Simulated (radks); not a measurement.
Problem. Species: the iron ion Fe4+. Configuration: [Ar] 3d4. Calculated with a radial shooting solver on a logarithmic mesh with Libxc functionals: Dirac Kohn-Sham, PBE, spin-unpolarised, spherical densities, finite nucleus; open shells are shared between the two j in proportion to 2j + 1; Fermi nuclear charge, rms radius 3.7377 fm. Some entries of the table are withheld. Estimate them.

| orbital | occ. | eigenvalue (hartree) | <r^2> (bohr^2) | r(max) (bohr) |
|---|---|---|---|---|
| 1s1/2 | 2 | -259.3823 | (1) | 0.03826 |
| 2s1/2 | 2 | -32.38562 | 0.08404 | (2) |
| 2p1/2 | 2 | -28.23355 | 0.06706 | 0.1782 |
| 2p3/2 | 4 | -27.77509 | 0.06868 | 0.1807 |
| 3s1/2 | 2 | (3) | 0.7264 | 0.6958 |
| 3p1/2 | 2 | -4.37392 | 0.7942 | 0.7005 |
| 3p3/2 | 4 | -4.31367 | 0.8096 | 0.7073 |
| 3d3/2 | 1.6 | (4) | 1.043 | 0.6758 |
| 3d5/2 | 2.4 | (5) | 1.050 | 0.6778 |

Solution. 
(1) 1s1/2 <r^2> (bohr^2): 0.004596
(2) 2s1/2 r(max) (bohr): 0.2225
(3) 3s1/2 eigenvalue (hartree): -5.60162
(4) 3d3/2 eigenvalue (hartree): -2.33323
(5) 3d5/2 eigenvalue (hartree): -2.32591
